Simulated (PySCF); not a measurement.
PySCF input (TPSSh/def2-TZVPD):

```python
from pyscf import gto, scf, dft

mol = gto.M(
    atom='''
    C    -1.97382677    0.22696237    0.26162228
    C    -1.61087986   -1.08532423    0.28718664
    O    -0.32541753   -1.29716267    0.12051672
    C     0.24870522   -0.03160963   -0.03279016
    C    -0.74043031    0.91008666    0.05030731
    C     1.68065229    0.02305711   -0.23530564
    O     2.29298358    1.05845570   -0.38058643
    H    -2.95910483    0.64047378    0.37480889
    H    -0.58844774    1.97354823   -0.03251414
    H     2.18170079   -0.96339996   -0.24785964
    ''',
    basis='def2-tzvpd',
    charge=0,
    spin=1,
    verbose=4,
)

mf = dft.UKS(mol, xc='tpssh').density_fit(auxbasis='def2-universal-jkfit')
mf.grids.level = 3
mf.conv_tol = 1e-9
mf.max_cycle = 100
mf.max_memory = 1500
mf.kernel()
if not mf.converged:
    mf = mf.newton()
    mf.kernel(mf.make_rdm1())
for _ in range(2):
    mo, _, stable, _ = mf.stability(return_status=True)
    if stable:
        break
    mf.kernel(mf.make_rdm1(mo, mf.mo_occ))
mf.analyze()
```

Output:

```
PySCF version 2.14.0

[INPUT] verbose = 4
[INPUT] num. atoms = 10
[INPUT] num. electrons = 49
[INPUT] charge = 0
[INPUT] spin (= nelec alpha-beta = 2S) = 1
[INPUT] symmetry False subgroup None
[INPUT] Mole.unit = angstrom
[INPUT] Symbol           X                Y                Z      unit          X                Y                Z       unit  Magmom
[INPUT]  1 C     -1.973826770000   0.226962370000   0.261622280000 AA   -3.729992012635   0.428896719882   0.494394457284 Bohr   0.0
[INPUT]  2 C     -1.610879860000  -1.085324230000   0.287186640000 AA   -3.044121754978  -2.050965551054   0.542704096234 Bohr   0.0
[INPUT]  3 O     -0.325417530000  -1.297162670000   0.120516720000 AA   -0.614950007832  -2.451282185310   0.227743594231 Bohr   0.0
[INPUT]  4 C      0.248705220000  -0.031609630000  -0.032790160000 AA    0.469984751550  -0.059733543599  -0.061964421981 Bohr   0.0
[INPUT]  5 C     -0.740430310000   0.910086660000   0.050307310000 AA   -1.399210500227   1.719814537020   0.095067037964 Bohr   0.0
[INPUT]  6 C      1.680652290000   0.023057110000  -0.235305640000 AA    3.175972538723   0.043571623124  -0.444663215166 Bohr   0.0
[INPUT]  7 O      2.292983580000   1.058455700000  -0.380586430000 AA    4.333110974325   2.000191387985  -0.719204119426 Bohr   0.0
[INPUT]  8 H     -2.959104830000   0.640473780000   0.374808890000 AA   -5.591897702578   1.210320034165   0.708286151152 Bohr   0.0
[INPUT]  9 H     -0.588447740000   1.973548230000  -0.032514140000 AA   -1.112005067219   3.729465648320  -0.061442819776 Bohr   0.0
[INPUT] 10 H      2.181700790000  -0.963399960000  -0.247859640000 AA    4.122816978847  -1.820562072817  -0.468386836933 Bohr   0.0

nuclear repulsion = 260.952935299073
number of shells = 108
number of NR pGTOs = 403
number of NR cGTOs = 292
basis = def2-tzvpd
ecp = {}

******** <class 'pyscf.df.df_jk.DFUKS'> ********
method = DFUKS
initial guess = minao
damping factor = 0
level_shift factor = 0
DIIS = <class 'pyscf.scf.diis.CDIIS'>
diis_start_cycle = 1
diis_space = 8
diis_damp = 0
SCF conv_tol = 1e-09
SCF conv_tol_grad = None
SCF max_cycles = 100
direct_scf = False
number electrons alpha = 25  beta = 24
XC library pyscf.dft.libxc version 7.1.2
    S. Lehtola, C. Steigemann, M. J. T. Oliveira, and M. A. L. Marques,  SoftwareX 7, 1–5 (2018)
XC functionals = tpssh
    V. N. Staroverov, G. E. Scuseria, J. Tao, and J. P. Perdew,  J. Chem. Phys. 119, 12129 (2003)
radial grids:
    Treutler-Ahlrichs [JCP 102, 346 (1995); DOI:10.1063/1.469408] (M4) radial grids

becke partition: Becke, JCP 88, 2547 (1988); DOI:10.1063/1.454033
pruning grids: <function nwchem_prune>
grids dens level: 3
symmetrized grids: False
atomic radii adjust function: <function treutler_atomic_radii_adjust>
small_rho_cutoff = 0
Set gradient conv threshold to 3.16228e-05
tot grids = 128184
******** <class 'pyscf.df.df.DF'> ********
auxbasis = def2-universal-jkfit
init E= -344.029085783478
[...]
  beta  nocc = 24  HOMO = -0.247274577170716  LUMO = -0.150607123952469
  HOMO = -0.247274577171  LUMO = -0.150607123952  gap/eV = 2.63046
Extra cycle  E= -342.804790654254  delta_E= 5.58e-10  |g|= 4.02e-05  |ddm|= 5.67e-05
converged SCF energy = -342.804790654254  <S^2> = 0.76438299  2S+1 = 2.0143316
uhf_internal: lowest eigs of H = [0.09700772 0.15439417 0.17971052]
<class 'pyscf.df.df_jk.DFUKS'> wavefunction is stable in the internal stability analysis
**** SCF Summaries ****
Total Energy =                        -342.804790654253509
Nuclear Repulsion Energy =             260.952935299073090
One-electron Energy =                 -981.875715614921319
Two-electron Energy =                  378.117989661594720
Two-electron Coulomb Energy =          423.549793513116128
DFT Exchange-Correlation Energy =      -45.431803851521408
HOMO-LUMO gap [eV] =                     2.630455385092021
**** MO energy ****
                             alpha | beta                alpha | beta
MO #1   energy= -19.1616787735198  | -19.1604260692205  occ= 1 | 1
MO #2   energy= -19.0554663935403  | -19.0555271977253  occ= 1 | 1
MO #3   energy= -10.2272983953894  | -10.2093005568574  occ= 1 | 1
MO #4   energy= -10.2092504029163  | -10.2091166578164  occ= 1 | 1
MO #5   energy= -10.1901571383575  | -10.1896315509747  occ= 1 | 1
MO #6   energy= -10.1558045300512  | -10.1546193336786  occ= 1 | 1
MO #7   energy= -10.1507543327331  | -10.1498098037066  occ= 1 | 1
MO #8   energy= -1.13442178328085  | -1.12926221397791  occ= 1 | 1
MO #9   energy= -1.02933956754008  | -1.02933572383477  occ= 1 | 1
MO #10  energy= -0.822609600182812 | -0.817476146587449 occ= 1 | 1
MO #11  energy= -0.771842878170361 | -0.761334153678451 occ= 1 | 1
MO #12  energy= -0.644561341766757 | -0.638818480534681 occ= 1 | 1
MO #13  energy= -0.604497376603156 | -0.592273454965714 occ= 1 | 1
MO #14  energy= -0.572053873004442 | -0.566500087533104 occ= 1 | 1
MO #15  energy= -0.516170614852971 | -0.511230415015476 occ= 1 | 1
MO #16  energy= -0.478707297549231 | -0.474360303212279 occ= 1 | 1
MO #17  energy= -0.451518399532176 | -0.440668995617593 occ= 1 | 1
MO #18  energy= -0.426925888403341 | -0.423224049944393 occ= 1 | 1
MO #19  energy= -0.421663487988819 | -0.420366597465023 occ= 1 | 1
MO #20  energy= -0.409569366758921 | -0.404387075966213 occ= 1 | 1
MO #21  energy= -0.386253829624707 | -0.386947575695037 occ= 1 | 1
MO #22  energy= -0.306972751305461 | -0.306065422638486 occ= 1 | 1
MO #23  energy= -0.305831918034925 | -0.254901469554416 occ= 1 | 1
MO #24  energy= -0.256203007768556 | -0.247274577170716 occ= 1 | 1
MO #25  energy= -0.253815374724115 | -0.150607123952469 occ= 1 | 0
MO #26  energy= -0.0931194376886566 | -0.0876048506300755 occ= 0 | 0
MO #27  energy= -0.00973295004686836 | 0.00638033427152328 occ= 0 | 0
MO #28  energy= 0.00485332498350709 | 0.00744035726624993 occ= 0 | 0
MO #29  energy= 0.0229732804597726 | 0.0232495953924549 occ= 0 | 0
MO #30  energy= 0.0310708515413295 | 0.0372332324998965 occ= 0 | 0
MO #31  energy= 0.0438578849965802 | 0.0447358169655865 occ= 0 | 0
MO #32  energy= 0.0500645802098318 | 0.0529337992603789 occ= 0 | 0
MO #33  energy= 0.0562508390722094 | 0.0599082174531745 occ= 0 | 0
MO #34  energy= 0.0639425697521219 | 0.0665501180597882 occ= 0 | 0
MO #35  energy= 0.0645048848588534 | 0.0696560482217292 occ= 0 | 0
MO #36  energy= 0.087982888444995  | 0.0915921815421522 occ= 0 | 0
MO #37  energy= 0.0952924549713133 | 0.0968264342366603 occ= 0 | 0
MO #38  energy= 0.10474349815525   | 0.107335605965556  occ= 0 | 0
MO #39  energy= 0.118357788871737  | 0.120637943628746  occ= 0 | 0
MO #40  energy= 0.125315301639669  | 0.126991404263498  occ= 0 | 0
MO #41  energy= 0.126313337317458  | 0.12849704143066   occ= 0 | 0
MO #42  energy= 0.140369848287902  | 0.147092840196079  occ= 0 | 0
MO #43  energy= 0.156688641382685  | 0.160117451393858  occ= 0 | 0
MO #44  energy= 0.168524237659454  | 0.173792809082683  occ= 0 | 0
MO #45  energy= 0.17790730083547   | 0.179639954583044  occ= 0 | 0
MO #46  energy= 0.183176054540018  | 0.184783292831657  occ= 0 | 0
MO #47  energy= 0.193416074936913  | 0.198555899136734  occ= 0 | 0
MO #48  energy= 0.194724264817993  | 0.20123797967945   occ= 0 | 0
MO #49  energy= 0.201245817820248  | 0.205300028667176  occ= 0 | 0
MO #50  energy= 0.21438264558437   | 0.216807431172062  occ= 0 | 0
MO #51  energy= 0.218750580550321  | 0.222580136350918  occ= 0 | 0
MO #52  energy= 0.231743761282963  | 0.233496783406524  occ= 0 | 0
MO #53  energy= 0.235667709041413  | 0.239228452811739  occ= 0 | 0
MO #54  energy= 0.241220111093672  | 0.245540755463478  occ= 0 | 0
MO #55  energy= 0.256840157274256  | 0.25811898868877   occ= 0 | 0
MO #56  energy= 0.257085033447997  | 0.261961130179612  occ= 0 | 0
MO #57  energy= 0.272375504667422  | 0.27692467622698   occ= 0 | 0
MO #58  energy= 0.276273444051912  | 0.282289798001979  occ= 0 | 0
MO #59  energy= 0.281926118970429  | 0.285739270846243  occ= 0 | 0
MO #60  energy= 0.285278593490782  | 0.28857156740532   occ= 0 | 0
MO #61  energy= 0.293020805671377  | 0.296098061991872  occ= 0 | 0
MO #62  energy= 0.302532334856499  | 0.310657211791155  occ= 0 | 0
MO #63  energy= 0.313906912602303  | 0.314755662897612  occ= 0 | 0
MO #64  energy= 0.316546272488098  | 0.319039018408635  occ= 0 | 0
MO #65  energy= 0.319590477802571  | 0.32216635127541   occ= 0 | 0
MO #66  energy= 0.325557407043212  | 0.328405930173086  occ= 0 | 0
MO #67  energy= 0.336563996467388  | 0.338375755972901  occ= 0 | 0
MO #68  energy= 0.346712072668582  | 0.351559508517334  occ= 0 | 0
MO #69  energy= 0.358636458548031  | 0.362831911269935  occ= 0 | 0
MO #70  energy= 0.364807019889939  | 0.366924152200981  occ= 0 | 0
MO #71  energy= 0.367202972174373  | 0.372016142720657  occ= 0 | 0
MO #72  energy= 0.372469832930945  | 0.374747745488688  occ= 0 | 0
MO #73  energy= 0.377622803741828  | 0.38488224564268   occ= 0 | 0
MO #74  energy= 0.387962173993813  | 0.393786074339157  occ= 0 | 0
MO #75  energy= 0.4072412828308    | 0.413153206511578  occ= 0 | 0
MO #76  energy= 0.410389006362335  | 0.413740648806697  occ= 0 | 0
MO #77  energy= 0.416170024011896  | 0.416864276806657  occ= 0 | 0
MO #78  energy= 0.424093588416311  | 0.42578030739595   occ= 0 | 0
MO #79  energy= 0.428306727813044  | 0.437504663152172  occ= 0 | 0
MO #80  energy= 0.435922917922806  | 0.440271548407865  occ= 0 | 0
MO #81  energy= 0.438173686589901  | 0.443188750753886  occ= 0 | 0
MO #82  energy= 0.456044695444623  | 0.464058286218336  occ= 0 | 0
MO #83  energy= 0.49074566979409   | 0.492539244054377  occ= 0 | 0
MO #84  energy= 0.498844195417382  | 0.502341424849074  occ= 0 | 0
MO #85  energy= 0.499955395301382  | 0.503409220368197  occ= 0 | 0
MO #86  energy= 0.507234554360978  | 0.508568666814941  occ= 0 | 0
MO #87  energy= 0.517689508367607  | 0.522047226939968  occ= 0 | 0
MO #88  energy= 0.51850409025987   | 0.525754525323005  occ= 0 | 0
MO #89  energy= 0.522508470912911  | 0.526291294792075  occ= 0 | 0
MO #90  energy= 0.535894915544583  | 0.540167202664295  occ= 0 | 0
MO #91  energy= 0.54938809189713   | 0.549765986045299  occ= 0 | 0
MO #92  energy= 0.568422583207399  | 0.572008213062548  occ= 0 | 0
MO #93  energy= 0.580032682340692  | 0.580802905517774  occ= 0 | 0
MO #94  energy= 0.58276571919378   | 0.593480146778285  occ= 0 | 0
MO #95  energy= 0.592976744748027  | 0.593707011867746  occ= 0 | 0
MO #96  energy= 0.604160314234943  | 0.606029973034417  occ= 0 | 0
MO #97  energy= 0.611503434439007  | 0.613004290765955  occ= 0 | 0
MO #98  energy= 0.615897812486436  | 0.618597779016275  occ= 0 | 0
MO #99  energy= 0.61703794424405   | 0.625703441065433  occ= 0 | 0
MO #100 energy= 0.629370423943318  | 0.630283307945705  occ= 0 | 0
MO #101 energy= 0.642295601657929  | 0.645203668928185  occ= 0 | 0
MO #102 energy= 0.653750527459354  | 0.655800044040987  occ= 0 | 0
MO #103 energy= 0.662679931623539  | 0.664666536658597  occ= 0 | 0
MO #104 energy= 0.674216989843177  | 0.676563973376643  occ= 0 | 0
[...]
```

It need not be the lowest isomer of its formula.
